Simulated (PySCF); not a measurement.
Precursor series Hf NH2-H. Gas-phase values, no solvent. One relaxed conformer stands for each flexible species; it need not be the lowest.

The HOMO from two functionals at the same geometries (r2SCAN-D4/def2-SVP), both in PySCF: PBE-D3(BJ)/def2-TZVP and TPSSh-D3(BJ)/def2-TZVP. 

```
species                              PBE-D3(BJ)/def2-TZVP (eV)
-----------------------------------  -------------------------
1 of 4 NH2 replaced by H                                 -5.74
2 of 4 NH2 replaced by H                                 -6.10
3 of 4 NH2 replaced by H                                 -6.50
4 of 4 NH2 replaced by H ([Hf(H)4])                      -7.12
```

### Question
What does TPSSh-D3(BJ)/def2-TZVP give for each?

### Answer

- 1 of 4 NH2 replaced by H: -6.38
- 2 of 4 NH2 replaced by H: -6.80
- 3 of 4 NH2 replaced by H: -7.23
- 4 of 4 NH2 replaced by H ([Hf(H)4]): -7.89
Over these rows, drawn at random from the members with no instability flagged (it was tested for open shells, ions and some series alone), PBE minus TPSSh-D3(BJ): mean +0.71 eV, from +0.64 eV to +0.77 eV.
